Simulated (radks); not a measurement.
Species: Er III. Configuration: [Xe] 4f12 (the NIST ground configuration). Calculated with a radial shooting solver on a logarithmic mesh with Libxc functionals: scalar-relativistic Kohn-Sham, PBEsol, spin-unpolarised, spherical densities, point nucleus. Some entries of the table are withheld. Estimate them.

orbital,occ.,eigenvalue (hartree),<1/r> (bohr^-1)
1s,2,(1),(2)
2s,2,-354.6256,18.05
2p,6,-313.7317,16.67
3s,2,-79.85296,6.656
3p,6,-67.41601,6.218
3d,10,-51.84880,5.895
4s,2,-16.16059,2.811
4p,6,-12.07090,(3)
4d,10,(4),2.270
5s,2,-2.43895,1.058
5p,6,-1.49959,0.8774
4f,12,-0.64183,(5)

Answer. 
(1) 1s eigenvalue (hartree): -2108.262
(2) 1s <1/r> (bohr^-1): 77.56
(3) 4p <1/r> (bohr^-1): 2.571
(4) 4d eigenvalue (hartree): -6.59575
(5) 4f <1/r> (bohr^-1): 1.648
